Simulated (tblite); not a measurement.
**Question.** What does the GFN2-xTB structure of `C=C[Si@@H](O)N(C)CC[SiH3]` look like in three dimensions?

**Answer.** 
```xyz
24
C5H15NOSi2 angstrom
C      2.2011    1.7491   -1.1297
C      2.3584    0.6534   -0.4065
Si     1.5112   -0.9937   -0.7505
O      2.4943   -2.2714   -0.5060
N      0.1943   -1.0838    0.3631
C     -0.4942   -2.3389    0.5547
C     -0.6193    0.0790    0.6371
C     -1.6498    0.3917   -0.4490
Si    -2.5323    2.0466   -0.1677
H      1.5497    1.7682   -1.9884
H      2.7071    2.6772   -0.9074
H      3.0342    0.7005    0.4410
H      1.2195   -1.1900   -2.1713
H      2.8899   -2.4177    0.3493
H      0.2071   -3.1557    0.4055
H     -1.3243   -2.4742   -0.1469
H     -0.8908   -2.3907    1.5727
H     -1.1300   -0.0715    1.5956
H      0.0562    0.9307    0.7432
H     -2.3786   -0.4190   -0.5013
H     -1.1312    0.4075   -1.4096
H     -3.2913    1.9996    1.0854
H     -1.5406    3.1216   -0.0943
H     -3.4525    2.3013   -1.2779
```

Any rigid rotation of these coordinates is as good. Atoms count from 1 in this order. N5 (silicon-bound nitrogen) has angles 120.6°, 119.6° and 113.9°, sum 354.2°, 0.21 Å off the plane of its three neighbours. Si9 (SiH3 silicon) is tetrahedral (angles from 109.2° to 109.9°). Of the pairs four or more bonds apart, C2···H19 is among the closest relative to their van der Waals radii: 2.59 Å, 89 % of the sum of Bondi's values. The C–C distances run from 1.322 Å (C1=C2, drawn double) to 1.529 Å (C7–C8, drawn single), a spread of 0.207 Å.

Bonds between heavy atoms (Å): C1=C2 1.322, C2–Si3 1.884, Si3–O4 1.631, Si3–N5 1.727, N5–C6 1.444, N5–C7 1.445, C7–C8 1.529, C8–Si9 1.897.

The geometry is computed with GFN2-xTB (gas phase).

Point group: C1 (no symmetry element, even within 0.4 Å). Its lowest GFN2-xTB frequency is 12 cm⁻¹, too small to tell a flat minimum from a shallow saddle. The numbers are those of one conformer (C1–C2–Si3–O4 140°, C2–Si3–O4–H 59°, C2–Si3–N5–C6 -167°, Si3–N5–C7–C8 78°, N5–C7–C8–Si9 -172°). 3 starts were optimised and ended at 0.00, 1.25 and 1.68 kcal/mol (GFN2-xTB); the lowest of these is shown.

The run took 3.7 s on one thread, Arm Neoverse N1 (aarch64), no GPU (shared host). These figures are those of the optimisation.
